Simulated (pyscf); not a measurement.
`[OH][Zr]([OH])([Cl])[Cl]`, singlet

Gas-phase minimum from PySCF at ωB97X-D3(BJ)/def2-SVP, one conformer. 

SMILES: [OH][Zr]([OH])([Cl])[Cl]
```xyz
7

O     -2.1648    -1.6605    -0.9127
Zr    -0.4397    -1.2527    -0.2391
O      0.8823    -1.6101    -1.5504
Cl    -0.3565     1.0352     0.3305
Cl    -0.0201    -2.5867     1.6611
H     -3.0022    -1.8826    -1.3208
H      1.4969    -1.8137    -2.2561
```

Bonded distances (Å): O1–Zr2 1.896, O1–H6 0.958, Zr2–O3 1.896, Zr2–Cl4 2.359, Zr2–Cl5 2.359, O3–H7 0.958. Bond angles (°): Zr2–O1–H6 175.4, O1–Zr2–O3 110.4, O1–Zr2–Cl4 109.0, O1–Zr2–Cl5 109.0, O3–Zr2–Cl4 109.0, O3–Zr2–Cl5 109.1, Cl4–Zr2–Cl5 110.3, Zr2–O3–H7 175.7.

Properties at ωB97X-D3(BJ)/def2-SVP:

```
Quantity                                                                                                                                                                                        Result
---------------------------------------------------------------------------------------------------------------------  -------------------------------------------------------------------------------
Harmonic wavenumbers, unscaled                                                                                         97, 130, 137, 148, 178, 269, 329, 350, 356, 398, 428, 763, 767, 4017, 4022 cm⁻¹
Zero-point energy                                                                                                                                                                        17.7 kcal/mol
Rotational symmetry number                                                                                                                                                                           2
Entropy of this conformer at 298 K and 1 atm, rigid rotor and harmonic oscillator, modes under 100 cm⁻¹ raised to 100                                                                  380.9 J/(mol K)
Dipole moment                                                                                                                                                                                   4.11 D
```

Single-point totals, which compare only within one level:

| level | total energy (hartree) |
|---|---|
| ωB97X-D3(BJ)/def2-TZVP | -1119.57386 |
| PBE/def2-TZVP | -1118.98900 |
| r²SCAN/def2-TZVP | -1119.40425 |
| B3LYP-D3(BJ)/def2-TZVP | -1119.56826 |
| PBE0-D3(BJ)/def2-TZVP | -1119.03675 |
| M06-2X/def2-TZVP | -1119.32237 |
| ωB97M-D3(BJ)/def2-TZVP | -1119.59847 |

Soft torsions are taken as harmonic, which can shift the entropy by several J/(mol K). Elements past Kr carry the def2 core potentials, without spin-orbit coupling.
